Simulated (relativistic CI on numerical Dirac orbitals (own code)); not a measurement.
**Er³⁺ (4f11) in a crystal field**

Calculated by Dirac-Coulomb-Breit CI, orbitals from a KLI potential per configuration, a model potential for QED, valence Slater integrals scaled by 0.8, one configuration in a parametric crystal field (own radial code).

Field parameters in Wybourne normalisation. The field is a parameter set, without covalency.

S is read from ⟨S²⟩ = S(S + 1).

Levels (cm⁻¹, degeneracy): 0 (2), 54 (2), 120 (2), 293 (2), 299 (2), 343 (2), 377 (2), 458 (2), 6585 (2), 6598 (2), 6607 (2), 6692 (2).

(1) Which field gives this pattern?
A. D3h, B20 = 430, B40 = -460, B60 = 250, B66 = 30 cm⁻¹
B. D3h, B20 = 1020, B40 = -400, B60 = -430, B66 = 710 cm⁻¹
C. D3h, B20 = 1180, B40 = 90, B60 = -150, B66 = 140 cm⁻¹

Results:

(1) B. D3h, B20 = 1020, B40 = -400, B60 = -430, B66 = 710 cm⁻¹, ground level with S = 1.48.
